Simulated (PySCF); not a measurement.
BrHSSn, neutral, multiplicity 1. Atoms are numbered in the order given.

```xyz
4

Sn     0.7219     0.5739     0.0000
Br    -0.3656    -1.7272     0.0000
S     -1.4070     1.7970     0.0000
H     -0.7877     3.0020     0.0000
```
Charge 0, spin multiplicity 1.

Geometry: r2SCAN-D4/def2-SVP. The def2 effective core potentials stand for the cores of Sn; spin–orbit coupling is left out. One conformer was computed; it need not be the lowest.

Level of theory: TDDFT-LC-ωPBE/def2-SVPD (PySCF 2.14.0).

Vertical excitations. The molecule is in vacuum. State labels are in the subgroup Cs.

```csv
state,symmetry,energy (eV),λ (nm),f,main pairs
S1,A",3.51,353,0.020,HOMO→LUMO 98 %
S2,A',4.61,269,0.023,HOMO−1→LUMO 90 %
S3,A",5.04,246,0.005,HOMO−2→LUMO 96 %
S4,A',5.40,230,0.012,"HOMO−3→LUMO 64 %, HOMO→LUMO+1 27 %"
S5,A",5.63,220,0.000,HOMO−4→LUMO 94 %
S6,A',5.69,218,0.166,"HOMO→LUMO+1 60 %, HOMO−3→LUMO 25 %"
S7,A",6.14,202,0.023,"HOMO−1→LUMO+1 60 %, HOMO−1→LUMO+2 26 %"
S8,A",6.25,198,0.001,"HOMO−1→LUMO+2 45 %, HOMO−1→LUMO+1 28 %"
S9,A',6.48,191,0.419,HOMO→LUMO+2 77 %
S10,A",6.67,186,0.003,"HOMO−3→LUMO+1 45 %, HOMO−1→LUMO+3 24 %, HOMO−1→LUMO+5 7 %"
T1,A",2.50,496,0,HOMO→LUMO 91 %
T2,A',3.86,321,0,HOMO−1→LUMO 92 %
T3,A',4.46,278,0,HOMO→LUMO+1 82 %
T4,A",4.83,257,0,HOMO−2→LUMO 83 %
```
Triplets are in the Tamm–Dancoff approximation, which puts them higher than full response would, so one can lie above its singlet here.
